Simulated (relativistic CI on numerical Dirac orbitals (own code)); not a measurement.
# Co5+ in a cubic cluster: 1s photoemission with charge transfer

Computed with a charge-transfer multiplet model of a cubic metal-ligand cluster with up to 2 ligand holes, Slater and spin-orbit integrals from Dirac-Coulomb-Breit ions, Slater integrals scaled by 0.8. The ground state mixes d4 with configurations of k ligand holes L, whose averages lie at kΔ + k(k − 1)U_dd/2; a core hole lowers each added d electron by U_cd. 300 K, Lorentzian 1.1 eV and Gaussian 0.6 eV FWHM.

Atomic integrals in eV (Slater integrals scaled, ζ unscaled), ground: F2dd 11.595, F4dd 7.314, zeta_d 0.089; with the core hole: F2dd 12.822, F4dd 8.112, zeta_d 0.121, G2cd 0.080.

Cluster parameters (eV): U_dd = 6.2, U_cd = 7.1, 10Dq = 1.75, 10Dq(ligand) = 1.1, V(eg) = 2.65, V(t2g) = -1.3, final-state hopping factor = 0.8.

```csv
Case,n_d,d4,d5L,d6L2,S
Δ = -3.5 eV,5.08,0.13,0.67,0.21,1.99
Δ = -1.5 eV,4.94,0.20,0.66,0.14,1.99
Δ = -0.5 eV,4.87,0.25,0.63,0.12,1.99
```

Weights, n_d and S are thermal averages at 300 K. Binding energies count from the first peak over 30 % of the highest in each spectrum, which can be another peak from case to case. The parameters are a model scan and need not match a compound or its usual spin state. Peaks in eV (height, largest 100):
- Δ = -3.5 eV: 0.0 (100), 7.7 (11)
- Δ = -1.5 eV: 0.0 (100), 7.9 (9)
- Δ = -0.5 eV: 0.0 (100), 8.1 (9), 11.5 (6)

For the case Δ = -1.5 eV, Δ = -1.5 eV is smaller than U_dd = 6.2 eV, the charge-transfer side of the Zaanen-Sawatzky-Allen scheme (negative Δ: between configuration averages a ligand hole costs less than the nominal valence; multiplet and field energies can change this for the lowest states). With the core hole the configuration with one ligand hole lies at Δ − U_cd = -10.6, -8.6, -7.6 eV from the one without, in the order of the table; where this is negative the screened configuration lies lower.

With at most 2 ligand holes the space is cut while the next configuration still counts, so covalency is underestimated, and a final configuration with one more ligand hole, which can lie low, is missing from the spectra.
